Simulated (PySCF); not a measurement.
# Ar²⁺: excitation energy

Ar²⁺ [Ne] 3s2 3p4 (3P) → Ar²⁺ [Ne] 3s2 3p3 3d1 (5D), as a difference of total energies. Computed with PySCF 2.14 in dyall-acv3z, with no relativity, point nucleus. Correlated levels: valence: [Ne] frozen; valence and next inner shell: 1s2 frozen; virtual orbitals above 40 to 60 times the deepest correlated orbital energy dropped. The calculations carry no spin-orbit coupling.

| method | excitation energy (eV) |
| --- | --- |
| UHF | 17.031 |
| LDA | 17.685 |
| PBE | 17.515 |
| PBE0 | 17.579 |
| r2SCAN | 17.598 |
| M06-2X | 18.056 |
| MN15 | 18.106 |
| revPBE | 17.500 |
| MP2 (valence) | 17.691 |
| SCS-MP2 (valence) | 17.878 |
| MP2 (valence and next inner shell) | 17.731 |
| SCS-MP2 (valence and next inner shell) | 17.908 |

How much does correlation contribute at MP2 (valence and next inner shell)?

17.731 − (17.031) = 0.700 eV, measured against UHF.

A first-order spin-orbit estimate (lowest level to lowest level, LS coupling) adds 0.056 eV.

The promoted electron is Rydberg-like, and one or two diffuse shells describe it only roughly, which tends to raise the upper state.
